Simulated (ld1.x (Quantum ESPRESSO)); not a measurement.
PBE PAW dataset for Tb, scalar-relativistic all-electron reference.

| Item | Value |
| --- | --- |
| Element | Tb (Z = 65) |
| Generator | ld1.x (Quantum ESPRESSO) 7.5 |
| Type | PAW |
| Functional | PBE |
| Relativity | scalar-relativistic |
| Frozen core | [Kr] 4d10 4f8 |
| Valence charge | 11 |
| Reference configuration | 5s2 5p6 5d1 6s0 6p0 (charge +2) |
| Partial waves | 5s (bound): rcut 1.65, rcutus 1.85 bohr; 6s (bound, empty): rcut 1.65, rcutus 1.85 bohr; 5p (bound): rcut 2.00, rcutus 2.30 bohr; 6p (bound, empty): rcut 2.00, rcutus 2.30 bohr; 5d (bound): rcut 2.35, rcutus 2.75 bohr; 5d channel at 4.25 Ry: rcut 2.35, rcutus 2.75 bohr |
| Local potential | all-electron potential smoothed inside 2.45 bohr (lloc = -1) |
| Core correction | a·sin(br)/r model core, default radius (core density twice the valence density) |
| Augmentation charge | PSQ, radius 1.25 bohr |

All-electron outer shells of the reference configuration (PBE, scalar-relativistic, ld1.x):

```tsv
shell	level (eV)	outermost node (bohr)	outermost maximum (bohr)
4d	-167.81	0.26	0.55
5s	-65.20	0.64	1.18
5p	-41.76	0.69	1.33
4f	-22.88	–	0.55
6s	-15.24	1.56	3.01
5d	-15.18	0.77	1.85
6p	-10.83	1.84	3.72
```

(1) Is the overlap operator S = 1 + Σ q|β⟩⟨β| positive definite (Bessel basis up to 400 Ry)?

Results:

(1) No: its lowest eigenvalue is -0.891, in the s channel, so the generalised eigenproblem breaks down once the basis is large enough.

Its largest configuration-test error is -6.5 meV (5s2 5p6 5d1 6s2 6p0). Test run stopped at test 3 of 7 (negative rho).

The ghost test of this file was not conclusive. Its overlap operator is not positive definite in a basis up to 400 Ry (lowest eigenvalue s -0.89), so the file is unfit for use: the generalised eigenproblem breaks down once the basis is large enough, and its test numbers describe a broken file.
